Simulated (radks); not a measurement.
Calculated with a radial shooting solver on a logarithmic mesh with Libxc functionals: non-relativistic Kohn-Sham, LB94 model potential, spin-unpolarised, spherical densities, point nucleus. Response by self-consistent Sternheimer equations with the Hartree and adiabatic LDA kernel. For heavy and open-shell atoms this level of theory can miss by tens of per cent. Rank Cu, Kr, N, Te, Ag+, Zr, I (NIST ground configurations) by static dipole polarisability, largest first.

Answer. Zr 98.35, Te 37.01, I 31.76, Cu 28.52, Kr 16.97, Ag+ 8.890, N 7.508 bohr^3.
